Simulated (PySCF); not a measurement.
# UHF on Cu²⁺ (copper, charge +2)

Configuration: [Ar] 3d8 4s1, high-spin 4F determinant (an excited configuration). All numbers are calculated (PySCF 2.14, scalar relativity through the core potential, in aug-cc-pVTZ-PP with one added diffuse shell each of s, p, d, f, g type with ECP10MDF (7s7p6d4f3g, 113 functions)).

| Item | Value |
| --- | --- |
| Total energy | -195.092591 hartree |
| One-electron energy | -333.8384 hartree |
| Hartree (Coulomb) energy | 155.9454 hartree |
| Exchange energy | -17.1996 hartree |
| ⟨S²⟩ | 3.7518 |
| ⟨L²⟩ | 12.023 |
| Sum of ⟨r⟩ | 14.99 bohr |
| Sum of ⟨r²⟩ | 18.14 bohr² |

| shell | electrons | mean orbital energy (eV) | spread (eV) | rms radius, mean of both spins (bohr) |
| --- | --- | --- | --- | --- |
| 3s α | 1 | -180.40 | 0 | 0.758 |
| 3s β | 1 | -173.37 | 0 | 0.758 |
| 3p α | 3 | -131.14 | 0 | 0.800 |
| 3p β | 3 | -123.14 | 0 | 0.800 |
| 3d α | 5 | -49.659 | 1.689 | 0.958 |
| 3d β | 3 | -46.664 | 0 | 0.958 |
| 4s α | 1 | -28.382 | 0 | 2.41 |

Energies and moments cover only the electrons outside the core potential.
